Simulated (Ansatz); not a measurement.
C2H6AlCl (SMILES [CH3][Al]([CH3])[Cl]) moved off its minimum; all values from Ansatz (a quantum-chemistry and plane-wave program), cores frozen in correlated methods.
(charge 0, multiplicity 1)
```xyz
10

Al     0.2024    -0.2518     0.2377
C      1.9820    -0.5528    -0.4297
H      2.5352    -1.4335     0.2372
H      2.6997     0.2871    -0.3074
H      1.9906    -0.9563    -1.4336
C     -0.6102    -1.0031     1.8132
H     -1.5029    -1.4943     1.5231
H     -1.0537    -0.1698     2.3733
H      0.0191    -1.6726     2.2601
Cl    -0.9133     1.1194    -0.8769
```

```json
[
 {"level": "HF/def2-TZVPP", "largest force (eV/Å)": "4.21", "on atom": "C2", "rms difference from CCSD(T)/cc-pV(T+d)Z (eV/Å)": "0.170", "dipole (D)": "2.02"},
 {"level": "PBE/def2-TZVPP", "largest force (eV/Å)": "3.67", "on atom": "C2", "rms difference from CCSD(T)/cc-pV(T+d)Z (eV/Å)": "0.104", "dipole (D)": "1.90"},
 {"level": "r2SCAN/def2-TZVPP", "largest force (eV/Å)": "3.73", "on atom": "C2", "rms difference from CCSD(T)/cc-pV(T+d)Z (eV/Å)": "0.045", "dipole (D)": "1.94"},
 {"level": "B3LYP/def2-TZVPP", "largest force (eV/Å)": "3.78", "on atom": "C2", "rms difference from CCSD(T)/cc-pV(T+d)Z (eV/Å)": "0.039", "dipole (D)": "1.92"},
 {"level": "wB97M-V/def2-TZVPP", "largest force (eV/Å)": "3.79", "on atom": "C2", "rms difference from CCSD(T)/cc-pV(T+d)Z (eV/Å)": "0.053", "dipole (D)": "1.93"},
 {"level": "MP2/cc-pV(T+d)Z", "largest force (eV/Å)": "3.95", "on atom": "C2", "rms difference from CCSD(T)/cc-pV(T+d)Z (eV/Å)": "0.067", "dipole (D)": "1.92"},
 {"level": "CCSD(T)/cc-pV(T+d)Z", "largest force (eV/Å)": "3.80", "on atom": "C2", "rms difference from CCSD(T)/cc-pV(T+d)Z (eV/Å)": "0.000", "dipole (D)": "1.88"}
]
```

The differences count from one level among others, with limits of its own. Forces at CCSD(T)/cc-pV(T+d)Z (eV/Å):

```
atom      Fx      Fy      Fz
----  ------  ------  ------
Al1    0.168   0.147  -0.028
C2     2.196  -2.108   2.277
H3    -1.435   1.966  -1.501
H4    -0.537  -0.287  -0.429
H5     0.158   0.189  -0.453
C6    -1.418   2.349  -1.554
H7    -0.970  -0.985  -0.559
H8     0.725  -0.172   0.617
H9     1.488  -1.435   1.895
Cl10  -0.377   0.337  -0.265
```
